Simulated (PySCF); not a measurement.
Electron correlation in Nb²⁹⁺ (niobium, charge +29)

Starting occupation: [Ne] 3s2. Computed with PySCF 2.14 in an even-tempered Gaussian basis (18 s from 1.5 bohr⁻², ratio 2.6; 13 p from 2 bohr⁻², ratio 2.6; 6 d from 2.1 bohr⁻², ratio 2.8; 4 f from 30 bohr⁻², ratio 2.8), with X2C-1e with screened-nucleus spin-orbit coupling, Gaussian nucleus. Frozen: 1s2; 10 electrons correlated; the 48 highest virtual spinors left out.

MP2 pair energies summed by pair of shells (mhartree):

```
       pair  energy  share (%)
2p1/2-2p3/2  -97.03       21.9
3s1/2-3s1/2  -95.85       21.6
2p3/2-2p3/2  -93.00       21.0
2p3/2-2s1/2  -39.98        9.0
2p3/2-3s1/2  -37.42        8.4
2p1/2-2p1/2  -22.61        5.1
2p1/2-2s1/2  -20.28        4.6
2p1/2-3s1/2  -17.78        4.0
2s1/2-2s1/2  -10.65        2.4
2s1/2-3s1/2   -8.61        1.9
```

Total MP2 correlation energy: -443.21 mhartree.

The virtual space was cut to 56 spinors, which keep -389.03 of the -443.21 mhartree of MP2 correlation.

| level | correlation energy (mhartree) |
| --- | --- |
| CCSD | -418.65 |

Diagnostics: T1 = 0.00031, largest double amplitude 0.087.

**Question.** Is a single reference adequate?

**Answer.** Mostly. T1 lies below 0.03, but a double amplitude of this size points to a near-degeneracy that CCSD handles and MP2 describes poorly.

The coupled-cluster values are those of the cut space; adding the MP2 remainder, -54.18 mhartree, estimates the full space.

At this charge the one-electron X2C treatment keeps the bare 1/r₁₂, with no two-electron picture change or Breit term. The effect here is smaller than on the frozen 1s shell.
